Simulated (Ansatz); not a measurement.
Abridged output of a molecular run in Ansatz:

```
Functional definition: HF
2442 factors; integrals over basis functions are off by at most 1.2e-3 eV
mean field evaluation 1: about -33709.2134 eV, gradient 5.8e1 eV
mean field evaluation 2: about -33709.5035 eV, gradient 5.8e1 eV
mean field evaluation 4: about -33716.9949 eV, gradient 5.7e0 eV
mean field evaluation 8: about -33717.1176 eV, gradient 3.0e-1 eV
mean field evaluation 16: about -33717.1183 eV, gradient 9.6e-7 eV
mean field -33717.11827746 eV, -1239.0812424130 hartree, gradient 9.6e-7 eV, S^2 0.000000; 0 other end points of the search recorded, 0 dependent functions left out
15 core orbitals not correlated: weight in the atoms' cores, before any rotation towards them, 1.000 or more for the frozen orbitals, at most 0.000 for the correlated occupied ones
reference -33717.11827746 eV, -1239.0812424130 hartree; 29, 29 occupied and 363, 363 virtual orbitals, 2442 factors
second order -45.90456271 eV of doubles, -0.00000000 eV of singles
cycle   1  -46.19527459 eV  change   -2.9e-1 eV  update   1.7e-1
cycle   2  -47.16662256 eV  change   -9.7e-1 eV  update   6.1e-2
cycle   3  -47.48483548 eV  change   -3.2e-1 eV  update   3.0e-2
cycle   4  -47.47487115 eV  change    1.0e-2 eV  update   8.2e-3
cycle   5  -47.46375704 eV  change    1.1e-2 eV  update   3.5e-3
cycle   6  -47.46494389 eV  change   -1.2e-3 eV  update   1.4e-3
cycle   7  -47.46516346 eV  change   -2.2e-4 eV  update   5.1e-4
cycle   8  -47.46487397 eV  change    2.9e-4 eV  update   2.2e-4
cycle   9  -47.46497238 eV  change   -9.8e-5 eV  update   7.7e-5
cycle  10  -47.46504076 eV  change   -6.8e-5 eV  update   3.6e-5
perturbative correction -1.97015337 eV, -0.0724018009 hartree
Total energy: -33766.55347158 eV, -1240.8979522888 hartree
```

Its atoms:

```xyz
16

C    -0.4352   -1.9531   -0.2620
C     0.4573   -0.7237   -0.3184
C     0.9807   -0.3545    1.0584
N    -0.2489    0.4148   -0.8953
Hf   -0.6543    2.2317   -0.1669
F    -1.3075    2.0640    1.6109
Cl    1.3317    3.4972   -0.1111
Cl   -2.2361    3.1661   -1.6264
H     0.1144   -2.8147    0.1254
H    -1.2944   -1.7692    0.3883
H    -0.8103   -2.2134   -1.2550
H     1.3217   -0.9525   -0.9574
H     1.6459    0.5140    1.0116
H     1.5535   -1.1782    1.4872
H     0.1567   -0.1342    1.7447
H    -0.5751    0.2058   -1.8339
```

(1) Which basis set was used?
A. def2-TZVPP
B. def2-TZVPPD
C. def2-SVP
D. cc-pV(D+d)Z

(2) Write the keys of the input that set method, charge and spin (a neutral closed shell needs none for the last two).

## Answers

(1) A. It gives 407 functions.

(2) 
```yaml
correlation: {method: ccsd_t}
```
